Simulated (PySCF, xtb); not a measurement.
Ge(F)(Cl)2(Me) (CH3Cl2FGe), SMILES [CH3][Ge]([F])([Cl])[Cl].

Harmonic wavenumbers (cm⁻¹) from GFN2-xTB (xtb) at its own minimum, in rising order: 64, 115, 116, 135, 161, 174, 338, 371, 429, 542, 782, 784, 1281, 1418, 1420, 3030, 3040, 3044.

Task: What does PBE-D3(BJ)/def2-SVP run with PySCF 2.14.0 give at its own minimum? (Estimate from the structure and the level; the computed values follow.)

Result: 74, 130, 138, 165, 201, 207, 401, 436, 606, 698, 786, 788, 1202, 1370, 1373, 2998, 3119, 3120. Paired by order, the mean absolute difference is 55 cm⁻¹ and the zero-point energies are 24.6 and 25.5 kcal/mol.
